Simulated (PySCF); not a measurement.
Cd(I)(GeH3) (CdGeH3I), SMILES [GeH3][Cd][I].

Geometry optimised at r2SCAN-D4/def2-SVP. The structure was generated by enumeration; whether it is a known compound was not checked. The def2 effective core potentials stand for the cores of Cd, I; spin–orbit coupling is left out.

All values below come from TDDFT-PBE0/def2-SVPD in PySCF.

Vertical excitations; the highest root listed may be one member of a degenerate set.  State labels are in the subgroup Cs.

```json
[
 {"state": "S1", "symmetry": "A\"", "energy (eV)": "4.80", "λ (nm)": "258", "f": "0.014", "main pairs": "HOMO→LUMO (degenerate set)"},
 {"state": "S2", "symmetry": "A'", "energy (eV)": "4.80", "λ (nm)": "258", "f": "0.014", "main pairs": "HOMO−1→LUMO (degenerate set)"},
 {"state": "S3", "symmetry": "A\"", "energy (eV)": "5.12", "λ (nm)": "242", "f": "0.000", "main pairs": "HOMO−1→LUMO+1 50 %, HOMO→LUMO+2 50 %"},
 {"state": "S4", "symmetry": "A\"", "energy (eV)": "5.14", "λ (nm)": "241", "f": "0.000", "main pairs": "HOMO→LUMO+2, HOMO−1→LUMO+1 (degenerate set)"},
 {"state": "S5", "symmetry": "A'", "energy (eV)": "5.14", "λ (nm)": "241", "f": "0.000", "main pairs": "HOMO→LUMO+1, HOMO−1→LUMO+2 (degenerate set)"},
 {"state": "S6", "symmetry": "A'", "energy (eV)": "5.33", "λ (nm)": "233", "f": "0.023", "main pairs": "HOMO−1→LUMO+2 35 %, HOMO→LUMO+1 35 %, HOMO−2→LUMO 27 %"},
 {"state": "S7", "symmetry": "A'", "energy (eV)": "5.52", "λ (nm)": "225", "f": "0.022", "main pairs": "HOMO−2→LUMO+2 (degenerate set)"},
 {"state": "S8", "symmetry": "A\"", "energy (eV)": "5.52", "λ (nm)": "225", "f": "0.022", "main pairs": "HOMO−2→LUMO+1 (degenerate set)"},
 {"state": "S9", "symmetry": "A'", "energy (eV)": "6.13", "λ (nm)": "202", "f": "1.404", "main pairs": "HOMO−2→LUMO 66 %, HOMO−1→LUMO+2 11 %, HOMO→LUMO+1 11 %"},
 {"state": "S10", "symmetry": "A\"", "energy (eV)": "7.05", "λ (nm)": "176", "f": "0.005", "main pairs": "HOMO→LUMO+3 96 %"},
 {"state": "T1", "symmetry": "A\"", "energy (eV)": "4.51", "λ (nm)": "275", "f": "0", "main pairs": "HOMO→LUMO (degenerate set)"},
 {"state": "T2", "symmetry": "A'", "energy (eV)": "4.51", "λ (nm)": "275", "f": "0", "main pairs": "HOMO−1→LUMO (degenerate set)"},
 {"state": "T3", "symmetry": "A'", "energy (eV)": "4.58", "λ (nm)": "271", "f": "0", "main pairs": "HOMO−2→LUMO 97 %"},
 {"state": "T4", "symmetry": "A'", "energy (eV)": "4.87", "λ (nm)": "255", "f": "0", "main pairs": "HOMO→LUMO+1 48 %, HOMO−1→LUMO+2 48 %"}
]
```
Triplets are in the Tamm–Dancoff approximation, which puts them higher than full response would, so one can lie above its singlet here.
